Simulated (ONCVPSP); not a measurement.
# Ni: one change to an ONCV potential, before and after

* Element: nickel (Ni)
* Generator: ONCVPSP 4.0.1
* Type: optimised norm-conserving Vanderbilt (ONCV)
* Functional: PBE
* Relativity: scalar-relativistic
* Frozen core: [Ne]
* Valence charge: 18
* Reference configuration: 3s2 3p6 3d8 4s2
* Partial waves: 3s+4s: rc 1.25 bohr, ncon 4, nbas 8, qcut 8.6 1/bohr, 2 projectors; 3p: rc 1.05 bohr, ncon 4, nbas 9, qcut 14 1/bohr, 2 projectors, debl 0.4 Ha; 3d: rc 1.10 bohr, ncon 4, nbas 8, qcut 17.1 1/bohr, 2 projectors, debl 1.2 Ha; f scattering state at 0.17 Ha: rc 0.95 bohr, ncon 4, nbas 8, qcut 13.2 1/bohr, local
* Local potential: the f channel
* Core correction: Teter function, fcfact 2.25, rcfact 1.55

In the p channel the program set the typed energies aside and used -2.623, 0.250 Ha.

All-electron outer shells of the reference configuration (PBE, scalar-relativistic, ld1.x):

```
shell  level (eV)  outermost node (bohr)  outermost maximum (bohr)
   2p     -844.68                      –                      0.16
   3s     -111.06                   0.30                      0.64
   3p      -71.39                   0.27                      0.65
   3d       -8.87                      –                      0.63
   4s       -5.64                   0.92                      2.24
```

Change: all radii but the core radius scaled by about 1.25 (s 1.56, p 1.30, d 1.38, f 1.18 bohr).

Cutoffs: the cutoffs (Ha) at which the residual kinetic energy of the hardest occupied pseudo-wave falls to 1 and 0.1 mHa per electron; they do not see the model core or the augmentation charge, which bear on the density cutoff. Errors are all-electron minus pseudo energies relative to the spin-unpolarised reference configuration.

Task: How do hardness, ghosts and transferability respond?

Result: The potential gets softer (95 Ha and 109 Ha → 70 Ha and 80 Ha); of the 4 tests that both files solve, the error grows in 0 and shrinks in 1 by more than 15 % and 0.3 meV (median size 0.3 → 0.3 meV); neither file shows a bound ghost. A larger radius leaves more room for a smooth pseudo-wave, so fewer plane waves are needed.

```csv
quantity,base,changed
"cutoff, loose",95 Ha,70 Ha
"cutoff, tight",109 Ha,80 Ha
loose cutoff by channel,"s 27 Ha, p 40 Ha, d 95 Ha","s 16 Ha, p 46 Ha, d 70 Ha"
bound ghosts,none,none
GHOST(+) flags under 300 eV,none,none
"error for 3s2 3p6 3d8 4s1, meV [ΔE 9.32 eV]",-0.4,-0.3
"error for 3s2 3p6 3d8 4s0, meV [ΔE 26.67 eV]",-0.1,+0.3
"error for 3s2 3p6 3d7 4s0, meV [ΔE 64.14 eV]",-6.3,-1.0
"error for 3s2 3p6 3d8 4s1.5, meV [ΔE 3.72 eV]",-0.2,-0.2
"rms error of d²Exc/dni dnj with the model core, mHa",1.49,1.36
```
